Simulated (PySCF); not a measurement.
Two species compared at the same levels of theory.

First species: C₅H₁₃FN₂Si.
InChI=1S/C5H13FN2Si/c1-5(2-3-6)4-7-9-8-5/h7-8H,2-4,9H2,1H3/t5-/m0/s1

Second species: C₈H₁₃ClO.
Geometry (GFN2-xTB, Å), atoms numbered from 1 in this order:
```xyz
23
C8H13ClO angstrom
C      2.463    0.910   -1.485
C      1.278    0.099   -1.085
C      0.431    0.388   -0.101
C      0.589    1.615    0.697
O      0.864    1.748    1.842
Cl     0.240    3.076   -0.282
C     -0.741   -0.480    0.348
C     -0.378   -1.127    1.691
C     -1.979    0.410    0.518
C     -1.054   -1.578   -0.670
H      2.303    1.328   -2.479
H      3.343    0.272   -1.536
H      2.659    1.722   -0.791
H      1.143   -0.808   -1.655
H      0.489   -1.774    1.577
H     -0.146   -0.372    2.436
H     -1.213   -1.724    2.051
H     -1.826    1.147    1.302
H     -2.201    0.933   -0.410
H     -2.840   -0.197    0.786
H     -0.235   -2.288   -0.746
H     -1.252   -1.153   -1.651
H     -1.940   -2.121   -0.348
```

Levels: PBE0/pcSseg-1 for HOMO energy, LUMO energy and HOMO–LUMO gap. Geometries: GFN2-xTB. All species are isolated and taken at one optimised geometry, non-relativistic unless stated. Electronic properties by PySCF.

The conformers computed, where there is a choice (atom-mapped SMILES and torsion angles):
- `[CH3:1]/[CH:2]=[C:3](\[C:4](=[O:5])[Cl:6])[C:7]([CH3:8])([CH3:9])[CH3:10]`: C2–C3–C4–O5 -113°, C2–C3–C7–C8 107°

The conformers of `C[C@]1(CCF)CN[SiH2]N1` aren't listed.

```tsv
property	column X	column Y
HOMO energy	-7.54 eV	-6.34 eV
LUMO energy	-1.33 eV	0.64 eV
HOMO–LUMO gap	6.21 eV	6.98 eV
```

Problem. Which column belongs to which species?

Solution. Column X is the second species and column Y the first. The first has 22 atoms and 80 electrons, the second 23 and 86.

Problem. How does each property change from the first species to the second?

Solution. HOMO energy -1.20 eV; LUMO energy -1.97 eV; HOMO–LUMO gap -0.77 eV.

